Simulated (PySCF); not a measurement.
Si⁺ (silicon, charge +1): M06-2X calculation

Configuration: [Ne] 3s2 3d1, 2D determinant (an excited configuration). Calculation: PySCF 2.14, in dyall-av3z; no relativity, point nucleus.

```
Total energy                                                  : -288.7508 hartree
One-electron energy                                           : -393.9223 hartree
Hartree (Coulomb) energy                                      : 125.5710 hartree
Exchange-correlation energy                                   : -20.3996 hartree
Kinetic energy                                                : 288.34612 hartree
⟨S²⟩                                                          : 0.7501
⟨L²⟩                                                          : 6.002
Sum of ⟨r⟩                                                    : 12.57 bohr
Sum of ⟨r²⟩                                                   : 30.91 bohr²
Traceless quadrupole moment −½Σ⟨3z² − r²⟩ along its main axis : 5.25 e·bohr²
Density at the nucleus (Gaussians lack the cusp)              : 1770 bohr⁻³
Spin density at the nucleus                                   : 0.0348 bohr⁻³
Langevin diamagnetic susceptibility                           : -24.5 ×10⁻⁶ cm³/mol
```

```json
{"shell": "1s α", "electrons": "1", "mean orbital energy (eV)": "-1839.0", "spread (eV)": "0", "rms radius, mean of both spins (bohr)": "0.129"}
{"shell": "1s β", "electrons": "1", "mean orbital energy (eV)": "-1839.0", "spread (eV)": "0", "rms radius, mean of both spins (bohr)": "0.129"}
{"shell": "2s β", "electrons": "1", "mean orbital energy (eV)": "-165.88", "spread (eV)": "0", "rms radius, mean of both spins (bohr)": "0.619"}
{"shell": "2s α", "electrons": "1", "mean orbital energy (eV)": "-165.88", "spread (eV)": "0", "rms radius, mean of both spins (bohr)": "0.619"}
{"shell": "2p β", "electrons": "3", "mean orbital energy (eV)": "-119.77", "spread (eV)": "0.052", "rms radius, mean of both spins (bohr)": "0.600"}
{"shell": "2p α", "electrons": "3", "mean orbital energy (eV)": "-119.77", "spread (eV)": "0.050", "rms radius, mean of both spins (bohr)": "0.600"}
{"shell": "3s α", "electrons": "1", "mean orbital energy (eV)": "-23.649", "spread (eV)": "0", "rms radius, mean of both spins (bohr)": "2.14"}
{"shell": "3s β", "electrons": "1", "mean orbital energy (eV)": "-23.599", "spread (eV)": "0", "rms radius, mean of both spins (bohr)": "2.14"}
{"shell": "3d α", "electrons": "1", "mean orbital energy (eV)": "-6.298", "spread (eV)": "0", "rms radius, mean of both spins (bohr)": "4.33"}
```

The outer electron is Rydberg-like, and this basis confines it to a smaller radius and binds it less than a complete one would.
